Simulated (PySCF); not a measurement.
Radial density of B²⁺ (boron, charge +2)

UHF, [He] 2s1, 2S determinant. All numbers are calculated (PySCF 2.14, no relativity, point nucleus, in def2-QZVPPD).

| r (bohr) | 4πr²ρ (e/bohr) | 4πr²(ρα − ρβ) |
| --- | --- | --- |
| 0.00595 | 0.02989 | 0.0010 |
| 0.0100 | 0.08126 | 0.0028 |
| 0.0168 | 0.2147 | 0.0075 |
| 0.0283 | 0.5421 | 0.0188 |
| 0.0476 | 1.266 | 0.0436 |
| 0.0801 | 2.602 | 0.0874 |
| 0.135 | 4.321 | 0.1346 |
| 0.226 | 5.053 | 0.1197 |
| 0.381 | 3.326 | 0.0114 |
| 0.641 | 0.9781 | 0.0924 |
| 1.08 | 0.6267 | 0.5756 |
| 1.81 | 0.5315 | 0.5313 |
| 3.05 | 0.07246 | 0.0725 |
| 5.13 | 0.0003972 | 0.0004 |
